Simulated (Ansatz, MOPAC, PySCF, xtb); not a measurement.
Torsion H4–O1–B2–I3 in BH2IO (SMILES OBI); at each angle all else is relaxed with GFN2-xTB, and the levels are single points there.
Geometry at 0° (charge 0, multiplicity 1):
```tsv
atom	x (Å)	y (Å)	z (Å)
O	-0.9905	-0.2986	-0.3690
B	-0.0043	0.5465	-0.2045
I	1.0558	0.7383	1.6362
H	-1.2829	-0.8756	0.3401
H	0.3008	1.2190	-1.1088
```

On the grid 0° to 330°, 120° is the highest and 0° the lowest point at MP2/CBS(def2-TZVPP, def2-QZVPP) + ΔCCSD(T)/def2-TZVPP.

Cores are frozen in the correlated methods. Filled d and f shells under p-block atoms count as core. CBS(a, b) extrapolates the correlation energy as X⁻³ and adds the Hartree–Fock energy of set b. The state reached by PM7 isn't checked; PM7 holds dispersion and hydrogen-bond terms.

Codes used: Ansatz (a program for electronic structure); MOPAC for PM7 (differences of heats of formation); PySCF for the dispersion terms; xtb for the GFN methods. Values without a source in brackets are computed. In def2 rows elements past Kr take small-core potentials, without spin–orbit coupling.

| level | energy at 120° less that at 0° (kcal/mol) |
|---|---|
| GFN-FF | 4.81 |
| PM7 | 6.60 |
| GFN2-xTB | 9.58 |
| SVWN5/def2-TZVPP | 9.65 |
| B3LYP-D3(BJ)/def2-TZVPP | 9.82 |
| SCS-MP2/def2-TZVPP | 10.54 |
| SCS-MP2/def2-QZVPP | 10.37 |
| CCSD/def2-SVP | (withheld) |
| MP2/CBS(def2-TZVPP, def2-QZVPP) + ΔCCSD(T)/def2-TZVPP | 10.26 |

**Question.** What belongs in the gaps?

**Answer.** 
- CCSD/def2-SVP, energy at 120° less that at 0° (kcal/mol): 10.80
